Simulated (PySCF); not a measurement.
Species: C5H6Cl2O2.
Cartesian coordinates in Å at the GFN2-xTB level; atoms count from 1:
```
atom  x, y, z in Å
O1    -1.097   -2.152    1.582
C2    -0.560   -1.297    0.940
C3    -1.354   -0.226    0.204
C4    -0.561    0.485   -0.874
Cl5   -1.457    1.918   -1.475
C6     0.796    0.892   -0.323
Cl7    0.607    1.986    1.084
C8     1.531   -0.375    0.098
O9     0.779   -1.255    0.909
H10   -2.255   -0.689   -0.200
H11   -1.671    0.496    0.963
H12   -0.412   -0.160   -1.746
H13    1.385    1.437   -1.063
H14    1.841   -0.923   -0.802
H15    2.423   -0.128    0.681
```

Theory: TDDFT B3LYP/def2-SVPD, vertical, gas phase, core orbitals frozen in the response in PySCF.

Transition dipole moments from the ground state, in atomic units and in the frame of the coordinates above (overall signs are arbitrary), for the states with f of 0.002 or more among the lowest 8:

| state | E (eV) | μx | μy | μz |
| --- | --- | --- | --- | --- |
| S2 | 6.647 | -0.105 | 0.232 | -0.158 |
| S3 | 6.822 | 0.148 | -0.039 | 0.057 |
| S5 | 6.926 | 0.157 | 0.069 | 0.049 |
| S7 | 7.195 | 0.004 | 0.259 | -0.134 |
| S8 | 7.287 | -0.297 | 0.052 | 0.069 |

(1) What oscillator strength does each state have?

(2) Which bond between heavy atoms lies closest to the direction of the S8 transition dipole?

(3) What angle do the transition dipoles of S7 and S8 make?

(4) How is the summed strength of these states shared among x, y and z?

(5) What peak molar absorption coefficient would the strongest computed level give as a lone Gaussian band 0.3 eV wide at half height?

## Answers

(1) f = (2/3) ΔE |μ|² with ΔE in hartree (27.2114 eV).

```
state  |μ|² (au)  |μ| (D)      f
   S2      0.090     0.76  0.015
   S3      0.027     0.41  0.004
   S5      0.032     0.45  0.005
   S7      0.085     0.74  0.015
   S8      0.096     0.79  0.017
```

(2) C2–O9, at 16° from it; next C4–C6 at 43°.

(3) |cos θ| = |μa·μb| / (|μa| |μb|) = 0.04, so θ ≈ 88° (taken between 0 and 90°, since the signs are arbitrary).

(4) (2/3) Σ ΔE μα² gives 0.025 for x, 0.022 for y and 0.009 for z, 0.057 in all.

(5) ε(max) = 2.175×10⁸ f / FWHM, with the width in cm⁻¹. S8: 2.175×10⁸ × 0.0171 / 2420 ≈ 1500 L mol⁻¹ cm⁻¹.

One conformer stands for the species.
